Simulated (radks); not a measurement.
Question: The mean radii <r> (bohr) of the occupied orbitals of an atom or ion are listed with their occupations. All-electron calculation, scalar-relativistic Kohn-Sham, LDA (Slater exchange, Perdew-Wang correlation), spin-polarised, spherical densities, finite nucleus; Fermi nuclear charge, rms radius of each element as measured or else 0.836 A^(1/3) + 0.57 fm. Program: a radial shooting solver on a logarithmic mesh with Libxc functionals.

orbital  occ.      <r>
1s down     1  0.02365
1s up       1  0.02365
2s up       1   0.1011
2s down     1   0.1011
2p up       3  0.08883
2p down     3  0.08882
3s up       1   0.2667
3s down     1   0.2666
3p up       3   0.2648
3p down     3   0.2647
3d up       5   0.2419
3d down     5   0.2418
4s up       1   0.6079
4s down     1   0.6077
4p up       3   0.6438
4p down     3   0.6437
4d up       5   0.7079
4d down     5   0.7082
5s up       1    1.464
5s down     1    1.478
5p up       3    1.705
5p down     3    1.729
4f up       4    1.065

Name the element and its charge. Open shells, if any, are filled with parallel spins first.

Answer: Z = 60, neodymium, charge +2: Nd2+ in [Xe] 4f4. The 1s radius gives Z: for a bare nucleus <r> = (2 gamma + 1)/(2Z) with gamma = sqrt(1 - (Z/c)^2), 0.02332 bohr for Z = 60, and screening makes it slightly larger (0.02365 here). The occupations add up to 58, and the charge is Z minus that.
